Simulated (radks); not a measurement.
Problem. These are the eigenvalues of the occupied orbitals of an atom or ion with whole-number occupations (hartree). Calculated with a radial shooting solver on a logarithmic mesh with Libxc functionals: scalar-relativistic Kohn-Sham, PBE, spin-polarised, spherical densities, finite nucleus; Fermi nuclear charge, rms radius of each element as measured or else 0.836 A^(1/3) + 0.57 fm.

| orbital | eigenvalue |
|---|---|
| 1s up | -431.4755 |
| 1s down | -431.4735 |
| 2s up | -55.42428 |
| 2s down | -55.42349 |
| 2p up | -48.69746 |
| 2p down | -48.69577 |
| 3s up | -7.77827 |
| 3s down | -7.77567 |
| 3p up | -5.69740 |
| 3p down | -5.69433 |
| 3d up | -2.27726 |
| 3d down | -2.27221 |
| 4s up | -1.24812 |
| 4s down | -1.20584 |
| 4p up | -0.85243 |

Which element is it, and in what charge state? The configuration may be excited. Open shells, if any, are filled with parallel spins first.

Solution. Z = 33, arsenic, charge +2: As2+ in [Ar] 3d10 4s2 4p1. The list shows which subshells hold electrons but not how many an open one holds; the 1s level, -431.48 hartree, gives Z - s = 29.4 by -(Z - s)^2/2, which with screening and relativity narrows Z to a few neighbours, and the depths of the outer levels then fix element, charge and occupations together.
